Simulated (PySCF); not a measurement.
AlH7O2Si2, SMILES [OH][Al]([OH])[SiH2][SiH3]. Geometry: B3LYP-D3(BJ)/def2-SVP. The structure was generated by enumeration; whether it is a known compound was not checked. One conformer was computed; it need not be the lowest.

Computed equilibrium geometry at B3LYP-D3(BJ)/def2-SVP (PySCF confirms it by a frequency run) as Cartesian coordinates in Å, and its point group (one conformer of several):
point group Cs.
```xyz
12

Si     2.4656    -0.6608     0.0000
Si     0.8392     1.0414     0.0000
Al    -1.3639     0.0432     0.0000
O     -2.0781    -0.3154    -1.5043
O     -2.0781    -0.3154     1.5043
H      3.8560    -0.1158     0.0000
H      2.2933    -1.5221     1.2088
H      2.2933    -1.5221    -1.2088
H      1.0537     1.8931    -1.2106
H      1.0537     1.8931     1.2106
H     -2.9180    -0.7351    -1.7069
H     -2.9180    -0.7351     1.7069
```
